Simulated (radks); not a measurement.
Values are calculated unless marked as measured or tabulated.
Pr+, configuration [Xe] 4f3 6s1. Code: a radial shooting solver on a logarithmic mesh with Libxc functionals. Model: Dirac Kohn-Sham, PBE, spin-unpolarised, spherical densities, finite nucleus; open shells fill j = l - 1/2 first; Fermi nuclear charge, rms radius 4.8919 fm.

Unscreened Slater integrals over Kohn-Sham orbitals (cm^-1). Large and small components are both included. Empty in this configuration: 4f7/2.

integral,value
"F0(4f5/2,4f5/2)",179770
"F2(4f5/2,4f5/2)",80914
"F4(4f5/2,4f5/2)",49941
"F0(4f5/2,6s1/2)",62149
"G3(4f5/2,6s1/2)",3317.1
"F0(4f5/2,5p3/2)",127400
"F2(4f5/2,5p3/2)",47683
"G2(4f5/2,5p3/2)",29453
"G4(4f5/2,5p3/2)",21737
"F0(4f5/2,5p1/2)",132320
"G2(4f5/2,5p1/2)",32515
"F0(4f5/2,4f7/2)",178370
"F2(4f5/2,4f7/2)",80174
"F4(4f5/2,4f7/2)",49465
"G2(4f5/2,4f7/2)",80061
"G4(4f5/2,4f7/2)",49399
"G6(4f5/2,4f7/2)",35312
"F0(6s1/2,6s1/2)",48384
"F0(6s1/2,5p3/2)",59793
"G1(6s1/2,5p3/2)",4995.9
"F0(6s1/2,5p1/2)",60132
"G1(6s1/2,5p1/2)",4311.2
"F0(6s1/2,4f7/2)",62061
"G3(6s1/2,4f7/2)",3431.8
"F0(5p3/2,5p3/2)",110390
"F2(5p3/2,5p3/2)",59400
"F0(5p3/2,5p1/2)",113080
"G2(5p3/2,5p1/2)",60432
"F0(5p3/2,4f7/2)",126860
"F2(5p3/2,4f7/2)",47814
"G2(5p3/2,4f7/2)",29855
"G4(5p3/2,4f7/2)",21976
"F0(5p1/2,5p1/2)",116050
"F0(5p1/2,4f7/2)",131720
"G4(5p1/2,4f7/2)",24066
"F0(4f7/2,4f7/2)",176990
"F2(4f7/2,4f7/2)",79453
"F4(4f7/2,4f7/2)",49003
"F6(4f7/2,4f7/2)",35024
